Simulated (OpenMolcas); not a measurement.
## Ce²⁺: the spin-orbit constant, worked from levels

- Program: OpenMolcas
- Basis: ANO-RCC-VTZP [8s7p5d3f2g1h]
- Scalar Hamiltonian: DKH2, point nucleus
- Active space: 2 electrons in 12 orbitals (RAS2 4f; RAS3 5d, at most 1 electron)
- State averaging: 2S+1 = 3 even, 21 roots; 2S+1 = 1 even, 28 roots; 2S+1 = 3 odd, 35 roots; 2S+1 = 1 odd, 35 roots
- Spin-orbit coupling: state interaction with AMFI integrals over the reference wave functions, term energies averaged over their components

Methods: RASSCF; SS-RASPT2, IPEA 0.25 Eh, imaginary shift 0.1 Eh (closed shells correlated: 5s 5p). Measured levels: Martin, Zalubas and Hagan, Atomic Energy Levels: The Rare-Earth Elements, NSRDS-NBS 60 (1978).

**The spin-orbit constant.** For the Hund term 3H of f2, E(J) = (A/2) J(J+1) + constant and ζ = 2S·A = 2A. From J = 4 to J = 6 the energy changes by 11 A.

| Source | E(6) - E(4) | A | ζ |
| --- | --- | --- | --- |
| RASSCF | 3415.7 | 310.5 | 621 |
| SS-RASPT2 | 3450.0 | 313.6 | 627 |
| measured | 3127.1 | 284.3 | 569 |

All in cm-1. SS-RASPT2 is off by +10.3 % and RASSCF by +9.2 %. Both methods take the spin-orbit matrix elements from the reference wave functions, so the second can move ζ only through the term energies and any multistate remixing. Second-order mixing with other terms is absorbed into this ζ.

CASPT2 breaks the degeneracy within a term, and the mean is taken; among the terms shown or strongly mixed into the levels shown the widest spread is 140 cm-1 (4f2 3H, SS-RASPT2). Over all roots computed the reference weight is 0.87 to 0.94 in SS-RASPT2; the roots of lowest weight are the least certain, and an intruder state may touch them. The lowest computed level is not the ground level that NIST lists (3H4). Without dynamic correlation excited terms often stand tens of per cent too high (terms of higher spin than the ground term too low), and those without a measured partner can miss by more than the paired ones (holds for RASSCF). Computed and measured levels are paired by configuration, term and J; levels that our copy of the source lacks, or whose pairing is in doubt (as where it misses far off the trend of its configuration), stay unpaired and out of the deviations. Only configurations of the active space appear.
